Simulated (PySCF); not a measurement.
Mayer bond orders and bond lengths

Species: diboron dioxide, B2O2.
Numbering: `[O:1]=[B:2][B:3]=[O:4]`

Geometry (PBE0-D3(BJ)/def2-TZVP, Å), atoms numbered from 1 in this order:
```xyz
4
B2O2 angstrom
O     -1.982    0.084   -0.534
B     -0.800    0.030   -0.352
B      0.819   -0.043   -0.101
O      2.001   -0.096    0.082
```

Bond orders from the PBE0/pcSseg-2 density (PySCF). Isolated species at its PBE0-D3(BJ)/def2-TZVP geometry, gas phase.

How far do the computed orders between heavy atoms stray from the drawn ones?

The largest departure is 0.370, at O1–B2 (drawn double, 2.370) and B3–O4 (drawn double, 2.370).

Give the Mayer order of every bond, beside its length.

```csv
bond,drawn as,length (Å),Mayer order
O1–B2,double,1.197,2.370
B2–B3,single,1.640,0.966
B3–O4,double,1.197,2.370
```

Sum the orders of all bonds at each heavy atom with more than one neighbour and set the sums beside the valence in the SMILES.

B2 3.336 (drawn 3), B3 3.336 (drawn 3). Orders between atoms that aren't bonded are not in these sums.

The Mayer order sums products of elements of PS (density times overlap matrix) between the two atoms' basis functions, so it depends on the basis set.
